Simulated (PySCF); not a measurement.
Start geometry of `FBC#CC#C[SiH3]` from a GFN2-xTB structure with every atom displaced at random (by about 0.01 Å) (Å):
```
atom  x, y, z in Å
F1     4.4021   -0.0591    1.5349
B2     3.7868    0.3001    0.3976
C3     2.2844    0.1433    0.2465
C4     1.1337    0.0276    0.1102
C5    -0.2397   -0.1155   -0.0512
C6    -1.4429   -0.2243   -0.1774
Si7   -3.2551   -0.4152   -0.3766
H8     4.4910    0.7292   -0.4660
H9    -3.6187   -1.7730    0.0378
H10   -3.5897   -0.1708   -1.7741
H11   -3.9140    0.5718    0.5026
```

**Question.** What comes out of this run: PBE0-D3(BJ)/def2-SVP geometry optimisation, gas phase (PySCF 2.14.0)?

**Answer.** 
```
atom  x, y, z in Å
F1     4.4289    0.1741    1.6190
B2     3.8198    0.3598    0.4624
C3     2.3095    0.1925    0.3546
C4     1.1007    0.0575    0.1878
C5    -0.2416   -0.1003    0.0013
C6    -1.4464   -0.2473   -0.1752
Si7   -3.2487   -0.4742   -0.4414
H8     4.4912    0.6577   -0.4958
H9    -3.6173   -1.8683   -0.0638
H10   -3.5673   -0.2354   -1.8778
H11   -3.9886    0.4981    0.4125
```

The energy falls by 0.270 eV over 9 energy and gradient evaluations, the largest force component goes from 0.1571 to 2.9e-04 Eh/bohr, and the atoms move by 0.083 Å rms after alignment. The bond that changes most is C3≡C4 (both ends alkyne carbon), which lengthens by 0.063 Å. Bonds longer at the end by more than 0.005 Å: 7 of 10; shorter: 2. Among the angles that change most is B2–C3–C4, from 179.0° to 176.2°. Rotational constants go from 24579, 500.6, 493.4 to 26747, 491.4, 485.3 MHz. The orientation of the end geometry is arbitrary; only internal coordinates are fixed.

The run used 122 basis functions and 66 SCF cycles in all.

PBE0-D3(BJ)/def2-SVP frequencies: not computed here.
